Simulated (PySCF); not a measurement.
C₅H₁₃BO, singlet, geometry from GFN2-xTB, atoms displaced at random by about 0.08 Å a coordinate. Base run: PySCF with B3LYP/STO-3G, gradient.

PySCF was given this input:
```python
from pyscf import gto, scf, dft

mol = gto.Mole()
mol.atom = '''
    B     0.61943933   -0.81823351   -0.06810045
    C     0.31427465   -2.09199702    0.39514539
    H     0.83408095   -3.03003650    0.08478281
    H    -0.67672822   -2.32841327    0.55591959
    H     0.66793280   -2.11373069    1.50256430
    O     1.81983255   -0.61627740   -0.88528137
    H     1.94077805    0.20953143   -1.10717588
    C    -0.39551010    0.46127918   -0.00549155
    C     0.35083140    1.69041832   -0.39097344
    C    -1.65438567    0.26171687   -0.80419492
    C    -0.79448710    0.65165137    1.36691825
    H    -0.43149242    2.55619456   -0.38780354
    H     0.53138498    1.80275949   -1.57141164
    H     1.14808357    2.08826183   -0.01305390
    H    -1.49096620    0.13484133   -1.73221130
    H    -2.15684380   -0.53644486   -0.25085799
    H    -2.36525059    1.17374761   -0.46915142
    H    -1.32462936   -0.23687722    1.97738724
    H     0.17136736    1.00377157    2.22168895
    H    -1.24325898    1.57048474    1.57819336
'''
mol.basis = 'sto-3g'
mol.verbose = 4
mol.build()

mf = dft.RKS(mol)
mf.xc = 'b3lyp'
mf.kernel()
g = mf.nuc_grad_method()
grad = g.kernel()
```

The coordinate followed is z of atom 6.

The base run was repeated with changes; each row names its change, and settings that it needs were set with it.

```tsv
change	dE/dx (Eh/bohr)	net force (Eh/bohr)
base	-0.111901	0.000085
finite difference step (bohr) = 0.05; conv_tol = 1e-11	-0.111675	-
finite difference step (bohr) = 0.2; conv_tol = 1e-11	?	-
finite difference step (bohr) = 1e-4; conv_tol = 1e-11	-0.111946	-
density fitting = on	-0.111899	0.000085
grids.level = 1; grid_response = off	-0.112083	0.000314
grids.level = 0; grid_response = on	-0.112184	0.000000
grids.level = 0; grid_response = off	-0.111988	0.009544
conv_tol = 1e-6	-0.111890	0.000085
finite difference step (bohr) = 0.01; conv_tol = 1e-11	-0.111935	-
grids.level = 5; grid_response = on	-0.111927	0.000000
grids.level = 5; grid_response = off	-0.111929	0.000005
```

Q: Fill in the missing entries.

A: 
- finite difference step (bohr) = 0.2; conv_tol = 1e-11, dE/dx (Eh/bohr): -0.107694

The net force is zero for an exact gradient.
